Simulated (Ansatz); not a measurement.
Isomers

Structures of CH2OTe, singlet, relaxed at PBE0-D4/def2-TZVP (vibrations not checked; lower isomers may exist, and structures with a doubtful reference or unclear bonds are left out). Ansatz 0.2.0; basis: def2-TZVPP; cores frozen in the correlated methods. Filled d shells of the heavier atoms are correlated. Core potentials replace the inner electrons of the atoms past krypton. The def2 sets are not built for correlating such inner shells, so the correlated values are less sure here. B3LYP uses VWN-RPA correlation.

**Question.** Rank them by CCSD(T) energy, lowest first, and give each one's height above the lowest. Links in brackets join atoms within 1.22 times the sum of their covalent radii (1.1 for two metals). (To be estimated.)
A.
a complex of H₂Te + CO
```
5
angstrom
O -2.5370 -0.7394 -0.1977
C -2.1599 0.3105 -0.0617
Te 1.7344 0.0566 -0.6716
H 1.7042 -0.8777 0.6949
H 1.2843 1.3827 0.2109
```
B.
CH₂OTe ([O][CH][TeH])
```
5
angstrom
O -1.4238 0.4224 0.1052
C -0.5788 -0.4121 0.1394
Te 1.5175 -0.0746 -0.1741
H -0.7872 -1.4808 0.3419
H 1.2723 1.5450 -0.4124
```
C.
CH₂OTe ([CH2][O][Te])
```
5
angstrom
C -0.1170 0.5408 -0.2849
O -0.3218 -0.6705 -0.2115
Te 0.5122 -2.0108 1.1526
H -0.6389 1.0994 -1.0643
H 0.5655 1.0410 0.4081
```
D.
CH₂OTe ([CH2]1[O][Te]1)
```
5
angstrom
C -0.0197 0.3376 -0.1440
O -0.7906 -0.2279 0.8119
Te 0.5779 -1.6677 0.2843
H -0.4654 0.4659 -1.1303
H 0.6978 1.0920 0.1782
```

**Answer.** Computed: A (0.0 kJ/mol), B (12.3 kJ/mol), D (87.6 kJ/mol), C (138.0 kJ/mol). Heights count from the lowest.

**Question.** Do PBE-D4, r2SCAN-D4, PBE0-D4, B3LYP-D4, wB97M-V, HF, MP2 give the same order? (A judgement: the text doesn't fix the answer.)

**Answer.** By the calculation: Lowest first: PBE-D4 B < A < D < C; r2SCAN-D4 B < A < D < C; PBE0-D4 B < A < D < C; B3LYP-D4 B < A < D < C; HF A < B < C < D; MP2 B < A < D < C. The others agree with CCSD(T).

No T1 diagnostic of these runs exceeds 0.025. The restricted Hartree–Fock reference is unstable towards an unrestricted one at one or more of these structures.

For scale, one of the runs: CCSD(T)/def2-TZVPP, 140 basis functions, launched by `ansatz run in.yaml --threads 2 --pin off --events-out ev --progress --plain --max-ram 4352MiB`. Hardware: 2 CPU threads of an Arm Neoverse V2, shared host. Wall time 24 s; peak host memory 0.96 GiB.
